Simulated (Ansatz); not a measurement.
Potential energy surface of H2Mg, singlet: symmetric bend, bond length relaxed. Scanned: H-Mg-H angle. Other coordinates (Mg-H bond length) were minimised at B3LYP/def2-TZVP.

Method: full CI/cc-pVQZ, frozen core (Ansatz, a program for electronic structure).

Scanned values (°): 180, 171.28, 160.20, 147.73, 139.61, 132.34, 117.84, 112.05, 101.47, 92.21, 77.68, 69.63, 60.

At which scan points does the profile have its minima and maxima, and how high do they lie?

Lower than their neighbours: 180° (0.0 mEh, end of the scan). Higher than their neighbours: 60° (110.9 mEh, end of the scan). The whole profile spans 110.9 mEh.
